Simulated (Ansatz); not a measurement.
**Reading a saddle point**

A first-order saddle point of CH₉AsGe, closed shell, PBE0-D4/def2-TZVP, with one imaginary mode of 1232i cm⁻¹:

```
12
angstrom
Ge -0.5621 -0.0668 0.6435
H 1.2405 0.0580 0.1798
H -1.8210 -0.8243 0.1744
H -0.3614 -0.3120 2.1505
C -0.8546 1.8284 0.2240
H 1.9500 -0.5878 -0.0767
As 1.0910 -2.0721 -0.5406
H -0.8573 1.9733 -0.8571
H -1.8217 2.1452 0.6204
H -0.0649 2.4406 0.6594
H 0.8279 -1.2176 -1.7693
H 1.2334 -3.3646 -1.4082
```

Program: Ansatz 0.2.0. Basis: def2-TZVPP and def2-QZVPP. Cores are frozen in the correlated methods. Filled d shells of the heavier atoms are correlated. The def2 sets are not built for correlating such inner shells, so the correlated values are less sure here. Extrapolation: Hartree–Fock as exp(−7.88 √X), correlation as X^−2.97.

**Question.** Which contacts change along the imaginary mode, and what lies on either side? (Judge from chemistry; the calculation decides.)

**Answer.** Computed: The step is CH₆Ge ([CH3][GeH3]) + AsH₃ → CH₇AsGe ([CH3][GeH2][AsH2]) + H₂, with the molecules in contact on both sides. Shortening one way: Ge1–As7, H2–H6; lengthening the same way: Ge1–H2, H6–As7.
| pair | one side (Å) | saddle (Å) | other side (Å) |
| --- | --- | --- | --- |
| Ge1–As7 | 3.92 | 2.86 | 2.43 |
| H2–H6 | 3.29 | 0.99 | 0.75 |
| Ge1–H2 | 1.54 | 1.87 | 3.84 |
| H6–As7 | 1.52 | 1.78 | 3.33 |

**Question.** Which side is lower, and how far does the saddle lie above each? (An estimate is asked for; the value comes from the calculation.)

**Answer.** The calculation gives: The side with Ge1–As7, H2–H6 short is lower by 18.0 kJ/mol; the saddle lies 265.3 kJ/mol above it and 247.3 kJ/mol above the other (CCSD(T) at an estimated basis limit (MP2 extrapolated from triple and quadruple zeta, plus CCSD(T) − MP2 in triple zeta); electronic energies).

No T1 diagnostic of these runs exceeds 0.012.

Labels in which every atom is bracketed show which atoms are joined, not bond orders.

For scale, one of the runs: CCSD(T)/def2-TZVPP, 253 basis functions, launched by `ansatz run in.yaml --threads 8 --pin off --events-out ev --progress --plain --max-ram 19148MiB`. Time: 2.5 min of wall clock on 8 CPU threads of an Arm Neoverse V2; the host was shared. Peak host memory: 5.6 GiB.
